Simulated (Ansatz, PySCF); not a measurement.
The Ansatz (a program for electronic structure) input:
Ansatz 0.2 input:
```yaml
crystal:
  periodic: [false, false, false]
  atoms:
    - {symbol: C, position_ang: [1.21296475, -0.43505659, 1.05745699]}
    - {symbol: C, position_ang: [0.49340484, 0.73006851, 0.40560672]}
    - {symbol: N, position_ang: [-0.22912828, 0.30572748, -0.83364535]}
    - {symbol: C, position_ang: [-1.42679703, -0.52369353, -0.58580884]}
    - {symbol: H, position_ang: [1.90138003, -0.91149101, 0.36319589]}
    - {symbol: H, position_ang: [1.79585188, -0.06458150, 1.89576360]}
    - {symbol: H, position_ang: [0.52350240, -1.17871165, 1.44533444]}
    - {symbol: H, position_ang: [1.21504360, 1.49985744, 0.12601840]}
    - {symbol: H, position_ang: [-0.23433377, 1.16776361, 1.09065133]}
    - {symbol: H, position_ang: [0.42852521, -0.22443572, -1.42056931]}
    - {symbol: H, position_ang: [-0.51217892, 1.14132391, -1.35893829]}
    - {symbol: H, position_ang: [-2.12795182, 0.01940297, 0.04481675]}
    - {symbol: H, position_ang: [-1.91645003, -0.76834228, -1.52611082]}
    - {symbol: H, position_ang: [-1.14692605, -1.44878838, -0.08817373]}
basis:
  gaussian:
    orbitals: STO-3G
total_charge: 1
magnetization: {spin_polarized: false}
correlation: {method: ccsd_t, electrons: outside_noble_gas}
accuracy: high
```

Problem. Write the same job for PySCF.

Solution. This is not unique; one that fits is 
```python
from pyscf import gto, scf, cc

mol = gto.M(
    atom='''
C     1.21296475   -0.43505659    1.05745699
C     0.49340484    0.73006851    0.40560672
N    -0.22912828    0.30572748   -0.83364535
C    -1.42679703   -0.52369353   -0.58580884
H     1.90138003   -0.91149101    0.36319589
H     1.79585188   -0.06458150    1.89576360
H     0.52350240   -1.17871165    1.44533444
H     1.21504360    1.49985744    0.12601840
H    -0.23433377    1.16776361    1.09065133
H     0.42852521   -0.22443572   -1.42056931
H    -0.51217892    1.14132391   -1.35893829
H    -2.12795182    0.01940297    0.04481675
H    -1.91645003   -0.76834228   -1.52611082
H    -1.14692605   -1.44878838   -0.08817373
''',
    basis='sto-3g',
    charge=1,
    verbose=4,
)

mf = scf.RHF(mol)
mf.kernel()

mycc = cc.CCSD(mf, frozen=4)
mycc.kernel()
et = mycc.ccsd_t()
print('E(CCSD(T)) = %.10f' % (mycc.e_tot + et))
```

Both were run: Ansatz gave -171.915171 Eh and PySCF -171.915171 Eh, 0.000 mEh apart.
